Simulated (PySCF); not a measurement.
## Calculated data, CH₅BClSi

All values are calculated (PySCF 2.14.0). Calculation on a computer-drawn molecule: optimised geometry and harmonic frequencies of an isolated molecule of the commonest isotopes, restricted reference for singlets and unrestricted otherwise, frozen core in MP2.

### CH₅BClSi

Start structure:
```xyz
9
CH5BClSi
B     -1.4312     1.4199     0.2951
C     -0.3140     0.4444     0.4857
Si    -1.1223    -1.2156     0.5795
Cl    -1.9083    -1.7828    -1.1807
H     -2.0727     1.8524     1.2201
H     -1.8281     1.6994    -0.7623
H      0.2428     0.5799     1.5178
H      0.4843     0.5241    -0.3041
H     -2.2973    -1.3461     1.6586
```

Here we set charge 0, multiplicity 2, method HF and basis cc-pV(D+d)Z.

It finds rotational constants 7.878, 2.649, 2.184 GHz; total energy -813.9149 hartree; spin squared 0.7547; convergence status largest gradient component 8.551e-06 hartree/bohr.

Drawn bonds:
| atom | other atom | order |
| --- | --- | --- |
| 1 | 2 | 1 |
| 2 | 3 | 1 |
| 3 | 4 | 1 |
| 1 | 5 | 1 |
| 1 | 6 | 1 |
| 2 | 7 | 1 |
| 2 | 8 | 1 |
| 3 | 9 | 1 |

Optimised structure:
```xyz
9
CH5BClSi
B     -1.4703     1.4989     0.2765
C     -0.3445     0.4369     0.5257
Si    -1.0672    -1.3045     0.6088
Cl    -1.9891    -1.8135    -1.1890
H     -2.1191     1.9151     1.1978
H     -1.7228     1.8811    -0.8315
H      0.1340     0.5662     1.5038
H      0.4221     0.4250    -0.2535
H     -2.0899    -1.4296     1.6711
```

Modes:
| frequency (cm⁻¹) | reduced mass (dalton) |
| --- | --- |
| 61.16 | 2.306 |
| 155.6 | 2.402 |
| 218.4 | 1.39 |
| 264.6 | 2.936 |
| 526.2 | 12.12 |
| 658.7 | 1.168 |
| 672.8 | 3.399 |
| 718.2 | 1.181 |
| 792.2 | 1.121 |
| 960.5 | 1.301 |
| 983.2 | 1.548 |
| 1065 | 1.976 |
| 1169 | 1.446 |
| 1196 | 1.205 |
| 1328 | 1.224 |
| 1526 | 1.126 |
| 2304 | 1.042 |
| 2674 | 1.054 |
| 2749 | 1.127 |
| 3168 | 1.06 |
| 3238 | 1.101 |
